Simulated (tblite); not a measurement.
C6H6BO2Se (charge -1).
Numbering: `[OH:1][B:2]([OH:3])[c:4]1[cH:5][cH:6][cH:7][c:8]([Se-:9])[cH:10]1` (hydrogens: H11 on O1; H12 on O3; H13 on C5; H14 on C6; H15 on C7; H16 on C10)
Bond orders are those of one Lewis drawing.

Computed with GFN2-xTB (tblite), gas phase: L-BFGS steps from a force-field or distance-geometry start until the largest atomic force falls under 0.01 eV/Å.

Step 0: E = -781.5323 eV
```
atom  x, y, z in Å  |  force x, y, z in eV/Å
O1     -2.6947   -0.5866    1.1943    1.195   1.220  -1.787
B2     -1.9038   -0.7482   -0.0444   -2.012   0.250   0.536
O3     -2.6035   -1.0745   -1.2539    0.063   1.535   0.934
C4     -0.4158   -0.2650   -0.0279   -0.822  -1.381   0.098
C5     -0.1902    1.0781   -0.1660    1.054   1.393  -0.163
C6      1.1269    1.5438   -0.1670    0.117   0.481  -0.003
C7      2.1973    0.6825   -0.0093   -0.057  -0.209   0.064
C8      1.9483   -0.6731    0.1519    0.251  -1.588   0.191
Se9     3.4298   -1.9943    0.3832   -1.125   1.183  -0.173
C10     0.6250   -1.1619    0.1456    1.198   0.460  -0.038
H11    -2.3682    0.2501    1.6070   -0.231  -1.412  -0.127
H12    -3.1332   -0.2782   -1.5226    0.588  -1.496   0.497
H13    -0.9996    1.7968   -0.2910    0.049  -0.190   0.014
H14     1.3401    2.6164   -0.2880   -0.217  -0.424   0.046
H15     3.2237    1.0407    0.0047   -0.267  -0.054  -0.040
H16     0.4101   -2.2175    0.2720    0.216   0.233  -0.046
```

Task: Estimate the geometry and energy of step 1. (The exact step hangs on the optimiser's Hessian estimate; all steps are aligned on step 0, rigid shifts and turns removed.)

Result: E = -781.8255 eV, largest force 1.579 eV/Å
```
atom  x, y, z in Å  |  force x, y, z in eV/Å
O1     -2.6776   -0.5692    1.1688    0.143   0.361  -1.530
B2     -1.9325   -0.7447   -0.0367   -0.833   0.458   0.336
O3     -2.6026   -1.0525   -1.2405    0.481   0.239   0.850
C4     -0.4275   -0.2847   -0.0265    0.080   0.288  -0.055
C5     -0.1751    1.0980   -0.1683    0.002  -0.664   0.033
C6      1.1285    1.5507   -0.1671    0.522   0.022   0.058
C7      2.1965    0.6795   -0.0084   -0.185  -0.650   0.107
C8      1.9519   -0.6958    0.1546    0.788  -0.118   0.032
Se9     3.4137   -1.9775    0.3807   -0.846   0.890  -0.123
C10     0.6421   -1.1553    0.1451   -0.191  -0.104  -0.037
H11    -2.3715    0.2299    1.6052    0.203  -0.529   0.299
H12    -3.1248   -0.2996   -1.5155   -0.214  -0.369   0.109
H13    -0.9989    1.7941   -0.2907    0.020  -0.028  -0.007
H14     1.3370    2.6104   -0.2873   -0.063  -0.035   0.008
H15     3.2199    1.0399    0.0041   -0.192  -0.057  -0.031
H16     0.4132   -2.2142    0.2713    0.285   0.295  -0.051
```

The energy changes by -0.2932 eV. The first-order estimate −F·Δx gives -0.4573 eV and the mean of the old and new forces, exact on a quadratic surface, -0.2918 eV. The step makes an angle of 0° with the force vector and moves no atom by more than 0.035 Å.

The cost below is that of the whole relaxation. Hardware: one thread, Arm Neoverse N1 (aarch64), shared host with 64 logical CPUs at a one-minute load of 58. Cost: 2.0 s of wall time.
